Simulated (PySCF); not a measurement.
Spinor energies of Al⁻ (aluminium, charge -1)

Start: [Ne] 3s2 3p2; 3p1/2 filled at m_j = -1/2, +1/2. Calculated with PySCF 2.14 in x2c-SVPall-2c with one added diffuse shell each of s, p type (5s5p1d, 25 functions): generalised Hartree-Fock with the X2C-1e Hamiltonian and a Gaussian nucleus; one run each with spin-orbit coupling (SO) switched off, then screened by Boettger's factors.

```csv
spinor shell,electrons,"ε, spin-free (eV)","ε, screened SO (eV)",weight of nominal j (screened SO),"rms radius, screened SO (bohr)"
1s1/2,2,-1588.9,-1588.9,1.000,0.139
2s1/2,2,-128.63,-128.63,1.000,0.677
2p1/2,2,-82.165,-82.553,0.938,0.673
2p3/2,4,-82.165,-81.964,0.969,0.675
3s1/2,2,-5.592,-5.589,1.000,2.99
3p1/2,2,-0.546,-0.547,0.504,5.01
```

```
   quantity   spin-free  screened SO
E (hartree)  -242.22024   -242.22045
        M_J           0            0
       ⟨J²⟩       2.009        1.990
       ⟨L²⟩       2.004        2.004
       ⟨S²⟩       2.004        2.004
```

The determinant has a definite M_J but mixes levels of different J.

Each row is a mean over spinors that exchange with the open shell spreads, by up to 2.331 eV (3s1/2).

Rows whose weight is well below 1 are mixtures of j = l ± 1/2: exchange outweighs spin-orbit coupling there, and the label is only the starting occupation.

Without spin-orbit coupling the j labels of p, d and f shells carry no meaning; the spin-free column gives the mean over the occupied spinors of each nl shell.
